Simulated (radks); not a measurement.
Problem. These are the eigenvalues of the occupied orbitals of an atom or ion with whole-number occupations (eV). All-electron calculation, scalar-relativistic Kohn-Sham, r2SCAN, spin-polarised, spherical densities, finite nucleus; meta-GGA in the generalised Kohn-Sham scheme; Fermi nuclear charge, rms radius of each element as measured or else 0.836 A^(1/3) + 0.57 fm. Program: a radial shooting solver on a logarithmic mesh with Libxc functionals.

| orbital | eigenvalue |
|---|---|
| 1s up | -88211.30 |
| 1s down | -88211.27 |
| 2s up | -15831.88 |
| 2s down | -15831.88 |
| 2p up | -13585.40 |
| 2p down | -13585.40 |
| 3s up | -3834.243 |
| 3s down | -3834.225 |
| 3p up | -3187.302 |
| 3p down | -3187.284 |
| 3d up | -2525.029 |
| 3d down | -2525.015 |
| 4s up | -897.3717 |
| 4s down | -897.3263 |
| 4p up | -684.4507 |
| 4p down | -684.3991 |
| 4d up | -436.4164 |
| 4d down | -436.3563 |
| 5s up | -175.5316 |
| 5s down | -175.4597 |
| 4f up | -163.0982 |
| 4f down | -163.0364 |
| 5p up | -116.6845 |
| 5p down | -116.5947 |
| 5d up | -50.2372 |
| 5d down | -49.7679 |
| 6s up | -38.2070 |

Which element is it, and in what charge state? The configuration may be excited. Open shells, if any, are filled with parallel spins first.

Solution. Z = 82, lead, charge +3: Pb3+ in [Xe] 4f14 5d10 6s1. The list shows which subshells hold electrons but not how many an open one holds; the 1s level, -3241.7 hartree, gives Z - s = 80.5 by -(Z - s)^2/2, which with screening and relativity narrows Z to a few neighbours, and the depths of the outer levels then fix element, charge and occupations together.
